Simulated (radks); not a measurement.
Results of a calculation; reference values are marked as such.
Valence configurations of the hafnium ion Hf+ (all share [Xe]). Level of theory: Dirac Kohn-Sham, PBE, spin-unpolarised, spherical densities, finite nucleus; open shells fill j = l - 1/2 first; Fermi nuclear charge, rms radius 5.347 fm (a radial shooting solver on a logarithmic mesh with Libxc functionals). Order these by energy: 4f13 5d1 6s1 6p2; 4f14 6s2 6p1; 4f12 5d1 6s2 6p2; 4f14 5d1 6s2; 4f13 5d2 6s1 6p1; 4f14 6s1.5 6p1.5; 4f14 5d1.5 6s1 6p0.5; 4f14 5d1.5 6s1.5; 4f14 5d0.5 6s2 6p0.5; 4f13 5d1 6s2 6p1.

Answer. From the lowest, in eV above it: 4f14 5d1 6s2 0.000; 4f14 5d1.5 6s1.5 0.520; 4f14 5d0.5 6s2 6p0.5 1.948; 4f14 5d1.5 6s1 6p0.5 2.665; 4f14 6s2 6p1 4.265; 4f14 6s1.5 6p1.5 6.676; 4f13 5d2 6s1 6p1 22.130; 4f13 5d1 6s2 6p1 23.044; 4f13 5d1 6s1 6p2 28.142; 4f12 5d1 6s2 6p2 57.392. NIST lists [Xe] 4f14 5d1 6s2 as the ground configuration; this level of theory agrees among the configurations tried. The energies are those of spherical spin-averaged densities, not of single terms.
